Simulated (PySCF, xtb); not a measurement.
Ge(H)(Cl)2(Me) (CH₄Cl₂Ge), SMILES [CH3][GeH]([Cl])[Cl].

xtb 6.7.1 with GFN2-xTB at its own geometry gives an orbital gap of 6.96 eV and a dipole moment of 2.61 D.

The structure is a stationary point at PBE0-D3(BJ)/def2-SVP.

What does PBE/def2-TZVP (PySCF) give? (An estimate is asked for; the answer gives what the named calculation found.)

gap 6.00 eV (levels -7.38 and -1.39 eV), dipole 2.65 D.
